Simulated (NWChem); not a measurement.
System: CaF cation; SMILES [F][Ca+]

Here is an NWChem input.

```
start job
memory heap 200 mb stack 900 mb global 1100 mb
charge 1
geometry units angstroms noautoz
  Ca     0.000000     0.000000    -0.615813
  F      0.000000     0.000000     1.365099
end
basis spherical
  Ca library def2-svp
  F library def2-svp
end
dft
  xc b3lyp
  iterations 150
  mulliken
end
task dft energy
```

All runs use the structure optimised with B3LYP/6-31G* (spherical d). B3LYP is NWChem's, with the RPA form of VWN correlation.

**Question.** What results follow from this input? (B3LYP/def2-SVP.) Quantities: energy (Ha); highest occupied level (eV); orbital gap (eV).

**Answer.** The energy (Ha) is -777.12 and the highest occupied level (eV) comes out as -14.10. The orbital gap (eV) comes out as 6.31.
